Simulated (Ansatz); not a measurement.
`C[Se][InH2]` + HCl → `[Cl][InH2]` + `C[SeH]` at 700 K and 1 bar (ligand exchange at the In–Se bond).

Computed with Ansatz on PBE0-D4/def2-TZVP structures; ΔE is electronic, products minus reactants. CCSD(T)/CBS is the MP2 limit (def2-TZVPP, def2-QZVPP) plus CCSD(T) − MP2 in def2-TZVPP, frozen cores. This one scheme is used for every species. Elements past krypton have def2 core potentials. For In, Se outer-core shells are correlated without core-valence functions, which leaves a few kJ/mol of doubt a bond. Scalar relativity is left out up to krypton.

```csv
species,CCSD(T)/CBS energy (Eh),H − E (kJ/mol),S (J/(mol·K))
`C[Se][InH2]`,-2631.58862,195.1,443.3
HCl,-460.38127,38.4,211.8
`[Cl][InH2]`,-650.81839,71.8,329.5
`C[SeH]`,-2441.15625,157.6,325.3
```

H − E and S are ideal-gas, rigid-rotor, harmonic terms from PBE0-D4/def2-TZVP. 1 Eh = 2625.50 kJ/mol, R = 8.31446 J/(mol·K).

Task: By hand: ΔE, ΔH, ΔS and ΔG.

Result: ΔE = (-650.81839) + (-2441.15625) − (-2631.58862) − (-460.38127) = -0.00475 Eh = -12.5 kJ/mol. Δ(H − E) = 71.8 + 157.6 − 195.1 − 38.4 = -4.1, so ΔH = -16.6 kJ/mol. ΔS = 329.5 + 325.3 − 443.3 − 211.8 = -0.3 J/(mol·K). ΔG = -16.6 − 700 × (-0.3)/1000 = -16.4 kJ/mol.

Task: By hand: the equilibrium constant, and the temperature at which ΔG would vanish if ΔH and ΔS stayed fixed.

Result: log₁₀ K = −ΔG/(RT ln 10) = 1.2. ΔG = 0 at ΔH/ΔS = 55333 K, far beyond where these terms or the molecules hold.

The number of gas molecules stays the same, so ΔS is small and ΔH decides. A doubt of 5 kJ/mol in ΔE shifts log₁₀ K by 0.4 here. Modes under 60 cm⁻¹, often nearly free rotors, make the harmonic entropy too high. These are equilibria of isolated gas molecules and say nothing of rates. Largest T1 diagnostic: 0.014 (customary marks: 0.02 for closed shells, 0.045 for open ones).
